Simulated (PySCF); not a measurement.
Bonds: Si1-N3, Si1-N12, Si1-N21, N3-C4, C4-C5, N12-C13, C13-C14, N21-C22, C22-C23. Si1 carries H2; N3 carries H6; C4 carries H7, H8; C5 carries H9, H10, H11; N12 carries H15; C13 carries H16, H17; C14 carries H18, H19, H20; N21 carries H24; C22 carries H25, H26; C23 carries H27, H28, H29.

One conformer, no solvent model, relativity neglected, rapidly exchanging positions averaged. Coordinates at the PBE0-D3(BJ)/def2-SVP level; shieldings: GIAO B3LYP/pcSseg-1; PySCF 2.14.0 with density-fitted response routines.

References, each an isolated molecule treated in the same way: 13C (σref 179.24) and 1H (σref 31.38) and 29Si (σref 337.86) vs TMS; 15N (σref 263.54) vs NH3.

```
                             atoms  nucleus  count  δ (ppm)
                        N3/N12/N21      15N      3        ?
                        C4/C13/C22      13C      3     38.9
                        C5/C14/C23      13C      3     23.6
             H7/H8/H16/H17/H25/H26       1H      6     2.68
                               Si1     29Si      1    -41.5
                        H6/H15/H24       1H      3        ?
                                H2       1H      1     4.82
H9/H10/H11/H18/H19/H20/H27/H28/H29       1H      9     1.02
```

Fill in the missing shifts.

Results:


- H6/H15/H24: 0.10 ppm, hydrogen on a nitrogen bonded to C, Si
- N3/N12/N21: 56.9 ppm, nitrogen bonded to C, Si, H

OH/NH shifts are gas-phase values; hydrogen bonding in solution moves them, usually downfield. Shifts are as computed. Against solution values, carbons near 30 ppm lie about +2 ppm off and those near 130 ppm about +6 ppm. Of 1313 compounds with measured shifts, 239 miss one by over three times the rms of a fit or turn the order of signals round; such compounds aren't used in these exercises. Experimental scales use liquid or dissolved standards, which lie at an offset from isolated NH3 (liquid NH3: subtract about 20 ppm).
